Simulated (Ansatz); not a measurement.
C$_{2}$H$_{6}$FNOSi (`COC(=N)[SiH2]F`). Charge 0, multiplicity 1. All single points use the PBE0-D4/def2-TZVP geometry. It is one conformer, not always the lowest.

```xyz
12

C     1.683   -0.718    1.040
O     0.454   -0.009    0.914
C    -0.115   -0.018   -0.301
N     0.411   -0.623   -1.279
Si   -1.732    0.961   -0.308
F    -2.280    0.858   -1.809
H     1.988   -0.600    2.078
H     2.435   -0.303    0.367
H     1.543   -1.772    0.796
H    -0.158   -0.522   -2.116
H    -1.499    2.387    0.014
H    -2.730    0.358    0.603
```

(1) What is the dipole moment at r2SCAN/def2-TZVPP? (Estimate.)

(2) And with PBE, B3LYP, ωB97M-V? (Estimate.)

(3) Give the Mulliken charges with r2SCAN, B3LYP, ωB97M-V in def2-TZVPP. (Estimate.)

Answers

(1) Computed: 1.33 D, with components (0.22, 0.24, 1.29) D in this frame, pointing from negative to positive charge.

(2) Ansatz gave: PBE 1.30 D, B3LYP 1.36 D, ωB97M-V 1.32 D.

(3) The calculation gave: 
```tsv
atom	r2SCAN	B3LYP	ωB97M-V
C1	0.00	-0.13	-0.19
O2	-0.27	-0.28	-0.27
C3	0.12	0.09	0.09
N4	-0.35	-0.30	-0.29
Si5	0.60	0.58	0.51
F6	-0.33	-0.33	-0.32
H7	0.07	0.12	0.13
H8	0.08	0.12	0.14
H9	0.08	0.12	0.14
H10	0.16	0.15	0.13
H11	-0.08	-0.07	-0.03
H12	-0.08	-0.07	-0.03
```

B3LYP here is the variant with VWN-RPA as its local correlation; programs differ in this.
